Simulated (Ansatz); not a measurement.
Calculated with Ansatz (gas phase, PBE0-D4/def2-TZVP geometries, no zero-point term in ΔE). CBS: MP2 limit from def2 TZ/QZ plus the TZ coupled-cluster correction, frozen cores. This one scheme is used for every species. DFT in def2-TZVPP. Each species was taken in one conformer, which may not be the lowest.

Reaction (ligand exchange at a B–O bond): `OBOBF` + `OCO` → `OBOCO` + `OBF`

`OBOBF`:

Z-matrix (Å, degrees):
```
B
O 1 1.365
O 1 1.352 2 118.5
H 1 1.197 2 119.0 3 -177.6
B 2 1.345 1 136.5 3 -41.0
H 3 0.959 1 113.1 2 -178.1
F 5 1.327 2 120.1 1 -25.1
H 5 1.193 2 120.8 1 157.4
```

`OCO`:

```xyz
7

O    -0.783   -0.867    0.348
C     0.378   -0.141    0.074
O     0.117    1.115   -0.479
H    -1.295   -0.372    0.995
H     0.961   -0.774   -0.603
H     0.961    0.059    0.980
H    -0.339    0.981   -1.315
```

`OBOCO`:

Z-matrix (Å, degrees):
```
C
O 1 1.388
O 1 1.405 2 111.7
H 1 1.093 2 106.1 3 121.0
H 1 1.095 2 111.9 3 -119.0
H 2 0.962 1 108.4 3 62.6
B 3 1.357 1 120.2 2 90.0
O 7 1.356 3 116.9 1 -174.5
H 7 1.203 3 120.9 1 6.4
H 8 0.958 7 112.6 3 -178.8
```

`OBF`:

```xyz
5

O     0.472   -0.401   -0.790
B    -0.043    0.365    0.186
F    -0.844   -0.168    1.108
H     0.202   -1.324   -0.735
H     0.214    1.528    0.232
```

```tsv
species	r2SCAN-D4 energy (Eh)
`OBOBF`	-301.97933
`OCO`	-190.93743
`OBOCO`	-291.70219
`OBF`	-201.22178
```

Problem. Work out ΔE.

Solution. ΔE = (-291.70219) + (-201.22178) − (-301.97933) − (-190.93743) = -0.00721 Eh = -18.9 kJ/mol. CCSD(T)/CBS gives -17.6 kJ/mol.

Largest T1 diagnostic among the species: 0.014.

In def2-TZVPP, CCSD(T) changes the Hartree–Fock value by −8.5 kJ/mol (the triples alone add −1.3 kJ/mol) and MP2 by −9.4 kJ/mol.
